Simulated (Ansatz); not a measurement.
C2H9NOSi can be A, `CC(O)N[SiH3]`, or B, `C[SiH2]NCO`.

Program: Ansatz. Geometries: PBE0-D4/def2-TZVP. ΔE: electronic, gas phase. CBS: MP2 limit from def2 TZ/QZ plus the TZ coupled-cluster correction, frozen cores. DFT in def2-TZVPP. One conformer a species, not always the lowest.

A:

```xyz
14

C     1.3299   -0.9505   -1.1020
C     0.0665   -0.2250   -0.7011
O    -1.0070   -0.9626   -1.2616
N    -0.0403   -0.0731    0.7219
Si   -0.7455    1.2774    1.5167
H     2.2060   -0.4005   -0.7581
H     1.3387   -1.9480   -0.6544
H     1.3761   -1.0638   -2.1857
H     0.0764    0.7893   -1.1287
H    -1.8281   -0.5619   -0.9624
H     0.0687   -0.9409    1.2256
H    -0.0939    2.5277    1.0434
H    -2.2117    1.4401    1.2721
H    -0.5360    1.0917    2.9744
```

B:

```xyz
14

C    -1.207   -1.660    0.842
Si   -1.073   -0.181   -0.291
N     0.525    0.228   -0.784
C     1.482    0.925    0.017
O     1.970    2.094   -0.597
H    -0.641   -1.501    1.763
H    -0.821   -2.561    0.358
H    -2.251   -1.842    1.114
H    -1.631    1.005    0.421
H    -1.848   -0.443   -1.535
H     0.906   -0.153   -1.636
H     1.009    1.156    0.983
H     2.376    0.325    0.217
H     1.204    2.608   -0.873
```

Q: Which is lower in electronic energy at CCSD(T)/CBS, and by how much? (Best estimate.)

A: Ansatz gave: B, by 28.0 kJ/mol.

Q: Give E(B) − E(A) in kJ/mol with CCSD(T)/def2-TZVPP, B2PLYP, MP2/def2-TZVPP, ωB97M-V, CCSD/def2-TZVPP, HF/def2-TZVPP, PBE0-D4. (Best estimate.)

A: Computed: CCSD(T)/def2-TZVPP -26.8, B2PLYP -30.0, MP2/def2-TZVPP -28.1, ωB97M-V -29.6, CCSD/def2-TZVPP -27.1, HF/def2-TZVPP -26.0, PBE0-D4 -30.9. None reverses the order clearly.

Largest T1 diagnostic: 0.011.
